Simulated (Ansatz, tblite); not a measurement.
Forces on BEt2(OiPr) (C₇H₁₇BO) at its PBE-D4/def2-SVP geometry. The state is a singlet with charge 0.

The xTB rows come from tblite.

GFN1-xTB (tblite), largest force 0.70 eV/Å:

```xyz
26
positions Å, forces eV/Å
B    -0.339   -0.680    0.302    0.327    0.205    0.051
C    -0.127   -2.037    1.100   -0.364   -0.075    0.593
C     0.424   -3.214    0.279    0.294   -0.433   -0.375
H    -1.136   -2.316    1.494    0.562    0.038   -0.230
H     0.500   -1.853    1.999   -0.200   -0.183   -0.501
H     0.478   -4.150    0.872   -0.088    0.565   -0.174
H    -0.204   -3.430   -0.611    0.239    0.210    0.514
H     1.451   -3.007   -0.093   -0.545    0.012    0.254
C    -1.011   -0.647   -1.144   -0.528   -0.055   -0.213
C     0.039   -0.556   -2.271    0.436    0.033   -0.427
H    -1.724    0.203   -1.237    0.413   -0.392   -0.010
H    -1.618   -1.566   -1.289    0.340    0.397   -0.010
H    -0.425   -0.576   -3.278    0.100    0.002    0.586
H     0.637    0.377   -2.205   -0.382   -0.443    0.069
H     0.758   -1.401   -2.225   -0.429    0.374    0.069
O     0.100    0.449    0.940   -0.260    0.054   -0.429
C    -0.005    1.792    0.447   -0.132   -0.306   -0.193
C     1.407    2.346    0.267    0.613    0.296    0.046
C    -0.838    2.600    1.438   -0.248    0.393    0.511
H    -0.521    1.790   -0.539    0.161    0.026    0.296
H     1.952    2.331    1.233   -0.310   -0.009   -0.497
H     1.375    3.391   -0.102   -0.044   -0.551    0.198
H     1.979    1.737   -0.461   -0.381    0.266    0.390
H    -1.856    2.173    1.537    0.574    0.157   -0.108
H    -0.362    2.589    2.440   -0.232   -0.013   -0.539
H    -0.933    3.654    1.106    0.086   -0.567    0.130
```

GFN2-xTB (tblite), largest force 1.50 eV/Å:

```
B 0.614 1.285 0.465
C -0.291 -0.262 0.561
C 0.253 -0.443 -0.301
H 0.626 0.005 -0.216
H -0.253 -0.249 -0.551
H -0.072 0.601 -0.231
H 0.313 0.241 0.608
H -0.642 -0.010 0.297
C -0.500 -0.196 -0.387
C 0.362 0.022 -0.429
H 0.397 -0.444 -0.056
H 0.336 0.483 -0.075
H 0.151 0.010 0.616
H -0.421 -0.521 0.050
H -0.510 0.464 0.076
O -0.448 -0.492 -0.679
C -0.153 -0.477 -0.203
C 0.573 0.314 0.026
C -0.238 0.406 0.470
H 0.224 0.027 0.405
H -0.352 -0.011 -0.571
H -0.031 -0.617 0.223
H -0.377 0.312 0.444
H 0.620 0.198 -0.088
H -0.268 -0.014 -0.614
H 0.086 -0.635 0.160
```

PBE0-D4/def2-TZVP (Ansatz), largest force 0.55 eV/Å:

```
B 0.111 0.214 0.049
C -0.134 -0.014 0.316
C 0.125 -0.238 -0.198
H 0.480 0.100 -0.192
H -0.282 -0.111 -0.457
H -0.040 0.482 -0.256
H 0.291 0.137 0.449
H -0.510 -0.077 0.202
C -0.312 -0.018 -0.066
C 0.237 0.021 -0.240
H 0.343 -0.402 0.027
H 0.299 0.422 0.053
H 0.191 0.007 0.518
H -0.303 -0.438 -0.004
H -0.356 0.394 -0.005
O -0.153 0.047 -0.314
C -0.122 -0.115 -0.201
C 0.176 0.048 0.022
C -0.068 0.075 0.156
H 0.263 -0.021 0.486
H -0.278 0.007 -0.455
H -0.010 -0.493 0.177
H -0.291 0.283 0.351
H 0.494 0.191 -0.065
H -0.212 0.002 -0.489
H 0.059 -0.502 0.139
```
